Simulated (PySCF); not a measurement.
Gas-phase reaction: 2 GaBr + 2 Cl₂ → 2 GaCl₂ + Br₂. Level: ωB97M-V/def2-TZVP†; standard pressure 1 bar.

Method: PySCF energies plus ideal-gas RRHO corrections (1 bar). † marks an energy on the PBE0/def2-TZVP geometry and frequencies. Open shells (unrestricted): GaCl₂ (multiplicity 2); the rest are closed-shell singlets. Br, Ga: all electrons, no relativistic terms. GaCl₂: computed as isolated molecules; such fragments, hydroxides, amides, oligomers or adducts are transient or little studied in the gas. The harmonic model lacks anharmonicity and excited electronic states, which grow with temperature; levels with a mode under 35 cm⁻¹ are left out. Soft modes under 120 cm⁻¹ make the harmonic entropy rough for GaCl₂.

| T (K) | 1000/T (1/K) | log10 K |
|---|---|---|
| 800 | 1.2500 | 9.90 |
| 1000 | 1.0000 | 6.93 |
| 1200 | 0.8333 | 4.96 |
| 1400 | 0.7143 | 3.56 |
| 1600 | 0.6250 | ? |
| 1800 | 0.5556 | 1.70 |

Question: Fit log10 K = a + b·(1000/T) to the five rows, get the mean ΔH° and ΔS°, and predict log10 K at 1600 K.

Answer: Means: 1000/T = 0.8706, log10 K = 5.410. Sums of products about the means: Sxy = 3.37478, Sxx = 0.285735, so b = Sxy/Sxx = 11.81 and a = 5.410 − (11.81)×0.8706 = -4.87.
ΔH° = −R ln 10 × 1000 K × b = −19.145 × (11.81) = -226 kJ; ΔS° = R ln 10 × a = -93 J/K. The run's own values go from -228 kJ and -95 J/K at 800 K to -223 kJ and -92 J/K at 1800 K.
Prediction at 1600 K: -4.87 + (11.81)×0.6250 = 2.51. The computed value is 2.51, 0.00 from the line.
For scale, ΔH°(298 K) is -230 kJ at this level, -250 kJ at ωB97X-V/def2-TZVP†, and runs from -337 to -185 kJ over the 20 levels computed.
